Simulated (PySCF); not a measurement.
## MF3+ across group 14

Level: PBE0, basis family def2-TZVP, scalar-relativistic core potentials from Rb on and no relativity for lighter atoms.

Each entry is the lowest minimum that a search over a few typed start shapes (and spin states, where more than one is plausible) found, or that minimum re-optimised at the stated level; isomers with ligand–ligand bonds, or fragments after loss of a ligand pair, can lie lower. Open shells are unrestricted; no spin–orbit coupling; PySCF with density fitting.

```
molecule  2S+1  point group  mean bond to the central atom (Å)  polar-tensor charge of the central atom  distinct angles (°)  highest ω (cm⁻¹)
    CF₃⁺     1          D3h                              1.230                                     1.86                  120              1708
   SiF₃⁺     ?            ?                                  ?                                        ?                    ?                 ?
   GeF₃⁺     1          D3h                              1.649                                     2.22                  120               900
   PbF₃⁺     1          D3h                              1.934                                     2.26                  120               652
```

Question: Fill in the row of SiF₃⁺.

Answer: 2S+1: 1; point group: D3h; mean bond to the central atom (Å): 1.517; polar-tensor charge of the central atom: 2.26; distinct angles (°): 120; highest ω (cm⁻¹): 1206.

The bond lengthens at every step; the largest change, 0.287 Å, falls between CF₃⁺ and SiF₃⁺ among the members listed.

Spin–orbit coupling can matter for PbF₃⁺.

Left out of the table are members whose search was unfinished or whose lowest solution was spin-contaminated, unstable, very soft or bonded differently.
